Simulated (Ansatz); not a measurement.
The cluster Li2I2⁻. Total charge -1; doublet. Geometry r2SCAN-D4/def2-TZVPD, basis def2-TZVPD, Ansatz.

```tsv
atom	x (Å)	y (Å)	z (Å)
Li1	0.995	1.210	-0.416
Li2	-0.986	-1.223	0.401
I3	-2.537	-3.102	1.050
I4	2.528	3.115	-1.035
```

```json
{"run": "A", "HOMO (eV)": "-0.65", "LUMO (eV)": "0.69"}
{"run": "B", "HOMO (eV)": "-0.78", "LUMO (eV)": "0.93"}
{"run": "C", "HOMO (eV)": "-1.88", "LUMO (eV)": "1.79"}
{"run": "D", "HOMO (eV)": "-3.12", "LUMO (eV)": "3.22"}
{"run": "E", "HOMO (eV)": "-1.37", "LUMO (eV)": "1.24"}
```

In the def2 sets I takes a core potential; there is no spin–orbit coupling. Another isomer (doublet) lies 0.14 eV lower at PBE0-D4/def2-TZVPD; other spin states weren't run for this one.

HOMO and LUMO are taken over both spins.

Q: The runs used BHLYP, PBE, PBE0, r2SCAN, ωB97X-V. Estimate which is which.

A: A PBE (0 % exact exchange); B r2SCAN (0 % exact exchange); C BHLYP (50 % exact exchange); D ωB97X-V (range-separated); E PBE0 (25 % exact exchange). Exact exchange lowers occupied and raises empty levels; among semilocal functionals meta-GGAs tend to open the gap a little, and such runs are hard to tell apart. The gap grows from 1.34 eV (PBE) to 6.35 eV (ωB97X-V).
